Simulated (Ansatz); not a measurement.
Species: sum formula HGeO, net charge 1, singlet state. It need not be the lowest isomer of its formula. 
Coordinates optimised at B3LYP-D3(BJ)/def2-TZVP (Ansatz, a first-principles code):
```
O
H 1 0.9676
Ge 1 1.6749 2 180.00
```
Charge +1, spin multiplicity 1.

Basis-set convergence of Hartree-Fock and CCSD(T) correlation energies (hartree) with Ansatz. Correlated levels leave the core frozen unless marked. Spin-orbit coupling is left out. Frozen are the shells of the preceding noble gas and the d and f shells that filled before the atom's block. Non-relativistic.

```
basis        functions        E(HF)  E(corr, CCSD(T))  rough core time
-----------  ---------  -----------  ----------------  ---------------
aug-cc-pVDZ         68  -2150.54608          -0.28568       under 20 s
aug-cc-pVTZ        128  -2150.64027          -0.33980       under 20 s
aug-cc-pVQZ        219  -2150.64879          -0.35778             24 s
```

Extrapolating the two largest sets (X = 3 and 4) as X^-3: E(corr) = (64·(-0.35778) - 27·(-0.33980))/37 = -0.3709 Eh, an estimate of the basis-set limit. The largest set recovers 96.5 % of it, the smallest 77.0 %.
